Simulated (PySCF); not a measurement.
## Working out the ionisation energy of Ni

Ni [Ar] 3d8 4s2 (3F) → Ni⁺ [Ar] 3d9 (2D). All numbers are calculated (PySCF 2.14, the non-relativistic Hamiltonian (point nucleus), in 6-31G*). Frozen: [Ar]. Energies in hartree (1 hartree = 27.21139 eV):

| part | Ni (lower) | Ni⁺ (upper) |
| --- | --- | --- |
| UHF | -1506.610379 | -1506.269974 |
| MP2 opposite-spin | -0.111877 | -0.125833 |
| MP2 same-spin | -0.057046 | -0.072194 |

Question: What does Hartree-Fock give?

Answer: (-1506.269974) − (-1506.610379) = 0.340405 hartree = 9.263 eV.

Question: What do MP2 and SCS-MP2 (6/5 opposite-spin, 1/3 same-spin) give?

Answer: The opposite-spin parts differ by -0.380 eV and the same-spin parts by -0.412 eV. MP2: 9.263 + (-0.380) + (-0.412) = 8.471 eV. SCS-MP2: 9.263 + 1.2 × (-0.380) + (-0.412)/3 = 8.670 eV.

Reference: 7.640 eV (measured; NIST Atomic Spectra Database, ionization energies), between the lowest levels; spin-orbit coupling is absent from the calculation.

The calculation is non-relativistic.

What remains against the reference includes basis incompleteness, the frozen core and correlation beyond second order.
